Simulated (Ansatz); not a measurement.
`C[Si](N)(Cl)Cl` + H₂ → `N[SiH](Cl)Cl` + CH₄ at 400 K and 1 bar (hydrogenolysis of the Si–C bond).

Computed with Ansatz on PBE0-D4/def2-TZVP structures; ΔE is electronic, products minus reactants. CCSD(T)/CBS is the MP2 limit (def2-TZVPP, def2-QZVPP) plus CCSD(T) − MP2 in def2-TZVPP, frozen cores. This one scheme is used for every species. Each species was taken in one conformer, which may not be the lowest.

```
         species  CCSD(T)/CBS energy (Eh)  H − E (kJ/mol)  S (J/(mol·K))
`C[Si](N)(Cl)Cl`              -1304.56570           211.7          400.5
              H₂                 -1.17544            38.0          139.0
  `N[SiH](Cl)Cl`              -1265.28357           128.9          357.1
             CH₄                -40.46206           131.3          197.2
```

H − E and S are ideal-gas, rigid-rotor, harmonic terms from PBE0-D4/def2-TZVP, for one conformer and one mirror image of each species. The MP2-based limit puts H₂ 0.8 mEh under its directly extrapolated value; such offsets cancel only in part. 1 Eh = 2625.50 kJ/mol, R = 8.31446 J/(mol·K).

Question: By hand: ΔE, ΔH, ΔS and ΔG.

Answer: ΔE = (-1265.28357) + (-40.46206) − (-1304.56570) − (-1.17544) = -0.00449 Eh = -11.8 kJ/mol. Δ(H − E) = 128.9 + 131.3 − 211.7 − 38.0 = 10.5, so ΔH = -1.3 kJ/mol. ΔS = 357.1 + 197.2 − 400.5 − 139.0 = 14.8 J/(mol·K). ΔG = -1.3 − 400 × (14.8)/1000 = -7.2 kJ/mol.

Question: By hand: the equilibrium constant, and the temperature at which ΔG would vanish if ΔH and ΔS stayed fixed.

Answer: log₁₀ K = −ΔG/(RT ln 10) = 0.9. ΔH and −TΔS have one sign here, so there is no such temperature.

TΔS isn't small against ΔH here. A doubt of 5 kJ/mol in ΔE shifts log₁₀ K by 0.7 here. Other conformers and mirror images would add mixing entropy, several J/(mol·K) or more a flexible species. These are equilibria of isolated gas molecules and say nothing of rates. Largest T1 diagnostic: 0.009 (customary marks: 0.02 for closed shells, 0.045 for open ones).
